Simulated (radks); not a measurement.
The numbers below are computed, except where a source is named.
Task: Radial electron density D(r) = 4 pi r^2 rho(r) of an atom or ion with 48 electrons. Code: a radial shooting solver on a logarithmic mesh with Libxc functionals. Model: scalar-relativistic Kohn-Sham, Slater X-alpha with alpha = 0.667, spin-polarised, spherical densities, point nucleus.

r (bohr),D(r) (e/bohr)
0.004265,15.80
0.004926,19.38
0.005689,23.53
0.00657,28.25
0.007527,33.17
0.008693,38.74
0.01004,44.48
0.01159,50.08
0.01339,55.15
0.01534,59.06
0.01772,61.88
0.02046,63.02
0.02363,62.41
0.02729,60.35
0.03127,57.72
0.03611,55.26
0.0417,54.40
0.04816,56.18
0.05562,60.94
0.06372,67.47
0.07359,74.67
0.08499,79.55
0.09815,79.84
0.1134,74.90
0.1309,66.57
0.15,58.99
0.1732,55.02
0.2,56.76
0.231,61.94
0.2668,65.45
0.3057,62.91
0.353,52.94
0.4077,38.93
0.4708,26.62
0.5438,20.13
0.623,19.36
0.7195,21.10
0.8309,21.81
0.9596,19.80
1.108,15.71
1.27,11.41
1.466,7.559
1.693,4.852
1.956,3.123
2.259,2.028
2.609,1.295
2.989,0.8026
3.451,0.4383
3.986,0.2082
4.603,0.08311
5.316,0.02702
6.091,0.007520
7.034,0.001493
8.124,0.0002181

What is the nuclear charge?

Result: Z = 49. The innermost maximum, from 1s, lies near gamma/Z bohr with gamma = sqrt(1 - (Z/c)^2) = 0.934, here 0.0191 bohr (found: 0.0210), and its height grows with Z. The density is that of the indium ion In+ in [Kr] 4d10 5s2; the configuration itself is not fixed sharply by these data, and Z only to a few units. D(r) has 4 maxima, at r = 0.0210, 0.0921, 0.271, 0.805 bohr, and minima at 0.0410, 0.177, 0.594 bohr, inside which lie 2.00, 11.15, 29.00 electrons.
